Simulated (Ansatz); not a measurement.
Geometry optimisation, Ansatz, RKS PBE/def2-SVP.

The input (input.yaml):

```yaml
crystal:
  periodic: [false, false, false]
  atoms:
    - { symbol: C, position_ang: [-0.0546, 0.3394, -1.0906] }
    - { symbol: B, position_ang: [0.6742, -0.357, 0.0639] }
    - { symbol: C, position_ang: [-0.0026, -0.4879, 1.4646] }
    - { symbol: Se, position_ang: [-2.0598, 0.5396, 1.5138] }
    - { symbol: H, position_ang: [0.5163, 0.3726, -2.042] }
    - { symbol: H, position_ang: [-0.3112, 1.449, -0.8071] }
    - { symbol: H, position_ang: [-0.18891, -0.92194, 0.61597] }
    - { symbol: H, position_ang: [1.7911, -0.7862, -0.1412] }
    - { symbol: H, position_ang: [0.5689, -0.9773, 2.3174] }
basis:
  gaussian: { orbitals: def2-SVP }
hamiltonian:
  xc: pbe
relax:
  f_tol: 0.02
  max_steps: 50
```

Launched with:

```bash
$ ansatz run input.yaml --threads 2 --pin off --max-ram 3072MiB --backend cpu --events-out ev --progress --plain --runs-dir out
```

**Question.** Where does it end, and by what steps?

**Answer.** The forces met the threshold. After 13 steps the energy has fallen by 3.753 eV; H6 moved furthest, 0.92 Å. Parted: B2–H7.

```csv
step,energy less start (eV),largest force component (eV/Å),accepted
0,0.0000,6.963,yes
1,-2.1901,3.801,yes
2,-2.8876,2.936,yes
3,-3.2691,2.920,yes
4,-3.4723,0.847,yes
5,-3.5494,1.018,yes
6,-3.6924,0.620,yes
7,-3.7308,0.406,yes
8,-3.7341,0.497,yes
9,-3.7483,0.160,yes
10,-3.7515,0.082,yes
11,-3.7516,0.100,yes
12,-3.7526,0.044,yes
13,-3.7528,0.010,yes
```

```xyz
9
Properties=species:S:1:pos:R:3
C 0.201 0.486 -1.141
B 0.711 -0.271 0.023
C -0.122 -0.349 1.433
Se -1.547 0.598 2.072
H 0.856 0.798 -1.973
H -0.845 0.828 -1.232
H -0.464 -0.998 0.476
H 1.732 -0.928 0.080
H 0.412 -0.994 2.155
```

Whether the end is a true minimum wasn't checked by a vibrational analysis.

Run time: 23 s on 2 threads of Arm Neoverse V2, on a shared host, peak memory 0.14 GiB.
